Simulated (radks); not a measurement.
Values are calculated unless marked as measured or tabulated.
Task: Species: Au. Configuration: [Xe] 4f14 5d10 6s1. Level of theory: scalar-relativistic Kohn-Sham, LDA (Slater exchange, Perdew-Wang correlation), spin-unpolarised, spherical densities, point nucleus (a radial shooting solver on a logarithmic mesh with Libxc functionals). Some entries of the table are withheld. Estimate them.

| orbital | occ. | eigenvalue (eV) | <r^2> (bohr^2) |
|---|---|---|---|
| 1s | 2 | -80723.65 | (1) |
| 2s | 2 | -14244.01 | 0.005999 |
| 2p | 6 | -12317.39 | 0.005049 |
| 3s | 2 | -3361.611 | 0.03871 |
| 3p | 6 | -2802.948 | (2) |
| 3d | 10 | (3) | 0.03294 |
| 4s | 2 | -728.9747 | 0.1872 |
| 4p | 6 | -545.7539 | (4) |
| 4d | 10 | -325.8666 | (5) |
| 5s | 2 | -108.7775 | 0.9621 |
| 4f | 14 | -81.5821 | 0.3016 |
| 5p | 6 | -60.0606 | 1.302 |
| 5d | 10 | -7.1158 | 3.191 |
| 6s | 1 | (6) | 9.274 |

Result: 
(1) 1s <r^2> (bohr^2): 0.0003934
(2) 3p <r^2> (bohr^2): 0.03978
(3) 3d eigenvalue (eV): -2205.576
(4) 4p <r^2> (bohr^2): 0.2140
(5) 4d <r^2> (bohr^2): 0.2431
(6) 6s eigenvalue (eV): -6.0828
